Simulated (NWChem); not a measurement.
**Ionisation of n-butyl acetate (C₆H₁₂O₂)**

```xyz
20

C     -3.9049     0.5913    -0.3104
C     -2.6812    -0.3037    -0.1921
C     -1.3737     0.4743    -0.1198
C     -0.1657    -0.4259    -0.0018
O      0.9989     0.3918     0.0582
C      2.1708    -0.2480     0.1729
C      3.3154     0.7226     0.2240
O      2.2653    -1.4458     0.2249
H     -3.8582     1.2156    -1.2171
H     -4.8331     0.0023    -0.3601
H     -3.9884     1.2715     0.5524
H     -2.7760    -0.9426     0.7037
H     -2.6464    -0.9973    -1.0509
H     -1.3908     1.1628     0.7425
H     -1.2605     1.1072    -1.0169
H     -0.2141    -1.0575     0.9012
H     -0.0840    -1.1134    -0.8606
H      3.1834     1.4146     1.0684
H      3.3318     1.3302    -0.6925
H      4.2580     0.1745     0.3288
```
Charge 0, spin multiplicity 1.

Everything below was run with NWChem. Structure: optimised with PBE0/def2-SVP, with no frequency check, so it may be a saddle point. It is one conformer; others weren't searched.

Basis set: def2-SVP. −ε marks an orbital energy of the parent.

B3LYP has NWChem's definition, with VWN1-RPA local correlation.

Q: One of these methods gave a first vertical ionisation energy of 12.12 eV. Which?
(A) G0W0@LDA (SVWN5)
(B) −ε(HOMO) of HF
(C) −ε(HOMO) of r2SCAN
(D) −ε(HOMO) of B3LYP

A: B, −ε(HOMO) of HF. The others give 7.42 (−ε(HOMO) of B3LYP), 6.39 (−ε(HOMO) of r2SCAN), 9.00 (G0W0@LDA (SVWN5)).
